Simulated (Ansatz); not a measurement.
One change: `F[B]1[AlH][SiH2]1` becomes `F[B]1[CH2][AlH]1`.

Ansatz, PBE0-D4/def2-TZVP geometries, multiplicity 1. 

| property | `F[B]1[AlH][SiH2]1` |
| --- | --- |
| ideal-gas entropy at 298 K and 1 bar (rigid rotor, harmonic PBE0-D4/def2-TZVP) / J/(mol·K) | 316 |
| size of the dipole moment (ωB97M-V/def2-TZVPP) / D | 1.31 |
| HOMO energy (B3LYP/def2-TZVPP) / eV | -6.21 |
| HOMO energy (ωB97M-V/def2-TZVPP) / eV | -8.26 |
| LUMO energy (PBE/def2-TZVPP) / eV | -2.31 |
| LUMO energy (B3LYP/def2-TZVPP) / eV | -1.73 |

Task: Give the same properties after the change, and the shifts. (An estimate is asked.)

Result: Computed: 
```json
{"property": "ideal-gas entropy at 298 K and 1 bar (rigid rotor, harmonic PBE0-D4/def2-TZVP) / J/(mol·K)", "`F[B]1[CH2][AlH]1`": "302", "shift": "-14"}
{"property": "size of the dipole moment (ωB97M-V/def2-TZVPP) / D", "`F[B]1[CH2][AlH]1`": "2.38", "shift": "1.07"}
{"property": "HOMO energy (B3LYP/def2-TZVPP) / eV", "`F[B]1[CH2][AlH]1`": "-6.40", "shift": "-0.19"}
{"property": "HOMO energy (ωB97M-V/def2-TZVPP) / eV", "`F[B]1[CH2][AlH]1`": "-8.60", "shift": "-0.34"}
{"property": "LUMO energy (PBE/def2-TZVPP) / eV", "`F[B]1[CH2][AlH]1`": "-2.39", "shift": "-0.08"}
{"property": "LUMO energy (B3LYP/def2-TZVPP) / eV", "`F[B]1[CH2][AlH]1`": "-1.83", "shift": "-0.10"}
```

With PBE0 the HOMO falls by 0.13 eV and the LUMO falls by 0.06 eV, so the gap widens by about 0.07 eV. PBE moves the HOMO by 0.04 eV and ωB97M-V by -0.34 eV. Dipoles are sizes alone; their direction can turn.

B3LYP here is the variant with VWN-RPA as its local correlation; programs differ in this.
